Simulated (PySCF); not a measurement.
benzotriazole (C6H5N3), SMILES c1cccc2nn[nH]c12. Atoms are numbered in the order given.

```xyz
14

C      0.6971    -2.1115     0.0000
C     -0.7205    -2.0964     0.0000
C     -1.4447    -0.9102     0.0000
C     -0.6957     0.2772     0.0000
N     -0.9972     1.6091     0.0000
N      0.1319     2.3622     0.0000
N      1.1548     1.5847     0.0000
C      0.7189     0.2756     0.0000
C      1.4331    -0.9348     0.0000
H      1.2142    -3.0734     0.0000
H     -1.2584    -3.0474     0.0000
H     -2.5361    -0.9083     0.0000
H     -1.8991     2.0695     0.0000
H      2.5242    -0.9320     0.0000
```

Geometry: B3LYP-D3(BJ)/def2-SVP.

Computed with TDA-LC-ωPBE/def2-SVPD in PySCF.

Vertical excitations.  State labels are in the subgroup Cs.

Computed UV-visible absorptions:
```csv
state,symmetry,energy (eV),λ (nm),f,main pairs
S1,A',5.30,234,0.076,"HOMO→LUMO 41 %, HOMO−1→LUMO 31 %, HOMO→LUMO+1 13 %, HOMO−1→LUMO+1 11 %"
S2,A",5.33,232,0.010,"HOMO−2→LUMO 79 %, HOMO−2→LUMO+4 18 %"
S3,A',5.86,211,0.116,"HOMO→LUMO 38 %, HOMO−1→LUMO 37 %, HOMO→LUMO+1 14 %"
S4,A",7.16,173,0.006,HOMO−4→LUMO 74 %
S5,A',7.35,169,0.765,"HOMO−1→LUMO+1 26 %, HOMO→LUMO+1 20 %, HOMO−1→LUMO+4 14 %, HOMO−1→LUMO 14 %"
S6,A',7.43,167,0.579,"HOMO→LUMO+1 44 %, HOMO→LUMO+4 16 %, HOMO−1→LUMO+1 16 %, HOMO−1→LUMO 9 %"
T1,A',3.50,354,0,"HOMO→LUMO 67 %, HOMO−1→LUMO 16 %"
T2,A',4.15,299,0,"HOMO−1→LUMO 75 %, HOMO→LUMO 19 %"
```
Triplets are in the Tamm–Dancoff approximation.
